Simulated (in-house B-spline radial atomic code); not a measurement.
A run on neutral cerium (an excited or competing configuration) that did not converge. Method: scalar-relativistic (X2C) BLYP, spin-polarised, spherical fractional occupations, Fermi nucleus of rms radius 4.8771 fm; computed with a B-spline radial code for spherical atoms.

Command:
```bash
python run_scf.py task.json out
```
Settings (nuclear radius in fm, mass in u):
```
Z                58
configuration    [Xe] 5d1 6s2 6f1
hamiltonian      x2c
method           b88,lyp
spin_polarised   True
nucleus          fermi
rms_radius       4.8771
atomic_mass      139.90545
speed_of_light   137.035999084
```

First and last ten iterations of the last attempt (damped for 15 steps, keeping 80 % of the old Fock matrix, then DIIS):
```
 iter        energy (Eh)    residual
    1       -8852.521773    4.68e-01
    2       -8855.559109    3.52e-01
    3       -8857.752848    2.31e-01
    4       -8858.789284    1.49e-01
    5       -8859.270961    9.51e-02
    6       -8859.484141    6.02e-02
    7       -8859.574568    3.80e-02
    8       -8859.612618    2.39e-02
    9       -8859.628270    1.50e-02
   10       -8859.634904    9.46e-03
  111       -8859.642547    2.46e-06
  112       -8859.642547    2.44e-06
  113       -8859.642547    2.44e-06
  114       -8859.642547    2.44e-06
  115       -8859.642547    2.45e-06
  116       -8859.642547    2.45e-06
  117       -8859.642547    2.44e-06
  118       -8859.642547    2.47e-06
  119       -8859.642547    2.46e-06
  120       -8859.642547    2.36e-06
 not converged after 120 iterations
```

The smallest residual met was 2.4e-06; the threshold is about 6e-07. Over the last five steps the energy moves by less than 1e-08 hartree, but the orbitals didn't meet the threshold. Run time, properties included: 2.5 s on 1 thread of Arm Neoverse V2, with other jobs on the host.
